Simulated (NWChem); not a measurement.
Species: GaH2Cl; SMILES [Cl][GaH2]

```xyz
4

Ga     0.0000     0.0000     0.7764
H      0.0000    -1.4223     1.4291
H      0.0000     1.4223     1.4291
Cl     0.0000     0.0000    -1.4017
```
Atoms are numbered in this order, from 1.

Level: B3LYP/6-31G* (spherical d) (NWChem); excitation at 532 nm, off resonance, unscaled harmonic frequencies. The geometry was optimised at B3LYP/6-31G* (spherical d).

**Question.** Give the Raman lines with relative activities.

**Answer.** 
```
wavenumber (cm⁻¹)  relative intensity
-----------------  ------------------
400                               3.3
490                               4.0
601                               0.5
722                               4.3
1969                              100
1989                               26
```
